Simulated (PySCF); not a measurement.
Run record: geometry optimisation, `N#CC1=CC=C[SiH2]1`.

Computed with PBE0-D3(BJ)/def2-SVP geometry optimisation, gas phase (PySCF 2.14.0). Start geometry: GFN2-xTB. A driver script takes a list of jobs; this job's settings line and coordinates (Å) are shown.

Command:
```bash
OMP_NUM_THREADS=1 python probes_run.py task.json out
```

Input:
```
{"job": {"xc": "PBE0", "basis": "def2-SVP", "d3": "d3bj", "grid": 1, "shake": 0.01, "kind": "geom"}, "charge": 0, "multiplicity": 1}
N      3.407330     0.576630    -0.678000
C      2.266540     0.468040    -0.430270
C      0.907430     0.255280    -0.156090
C      0.152040     1.148680     0.465310
C     -1.255780     0.720070     0.656950
C     -1.576310    -0.491560     0.215830
Si    -0.052870    -1.318220    -0.563130
H      0.463330     2.125000     0.800170
H     -1.949620     1.401670     1.174070
H     -2.567670    -0.904830     0.326370
H      0.418420    -2.484160     0.176990
H     -0.173150    -1.524880    -1.997230
```

Output:
```
step   0  E = -537.04519680  max force = 0.041003
step   1  E = -537.04968986  max force = 0.015575
step   2  E = -537.05067162  max force = 0.006788
step   3  E = -537.05110821  max force = 0.006864
step   4  E = -537.05109536  max force = 0.003988
step   5  E = -537.05120667  max force = 0.001353
step   6  E = -537.05121228  max force = 0.000610
step   7  E = -537.05121524  max force = 0.000117
optimisation converged
```

Energies in Eh; «max force» is the largest Cartesian gradient component in Eh/bohr.

Question: How much energy does the optimisation release, in kcal/mol?

Answer: E(step 0) − E(last step) = 0.006018 Eh, which is 3.8 kcal/mol.

In short: final energy -537.05122 Eh after 7 steps; dipole 4.70 D.

Question: Estimate the wall time. Hardware: one thread of an Arm Neoverse N1, shared host with 64 logical CPUs at a one-minute load of 17. And the peak memory of the process?

Answer: About 75 s, with 0.49 GiB resident at the peak, the Python interpreter and its libraries included.
Labels such as C1 count atoms from 1, the log's own numbers from 0.
